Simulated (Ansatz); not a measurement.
Mulliken charges of ClFH$_{4}$O$_{2}$Si$_{2}$, SMILES `O[Si@H](Cl)[Si@@H](O)F` from B3LYP/def2-TZVPP in Ansatz (PBE0-D4/def2-TZVP geometry).

```tsv
atom	x (Å)	y (Å)	z (Å)	charge (e)
O1	0.081	-0.926	2.102	-0.373
Si2	-0.570	0.185	1.094	0.616
F3	0.110	1.620	1.336	-0.325
Si4	-0.135	-0.259	-1.177	0.475
O5	1.413	0.142	-1.549	-0.378
Cl6	-1.486	0.860	-2.263	-0.250
H7	0.988	-1.205	1.970	0.191
H8	-1.994	0.284	1.476	-0.084
H9	-0.285	-1.671	-1.593	-0.068
H10	1.703	1.031	-1.333	0.196
```

By hand: the dipole of these point charges (1 e Å = 4.8032 D).

Σ q r = (0.066, -0.397, 0.147) e Å, of length 0.428 e Å = 2.06 D.

How does the dipole of the full density compare? (Estimate.)

Computed: (0.285, -0.130, 0.082) e Å, 1.56 D; the point charges give 1.32 times that, at 54° from its direction.

Point charges leave out the atoms' own dipoles, such as those of lone pairs, and Mulliken's split depends on the basis, so the two needn't agree.

B3LYP here is the variant with VWN-RPA as its local correlation; programs differ in this.
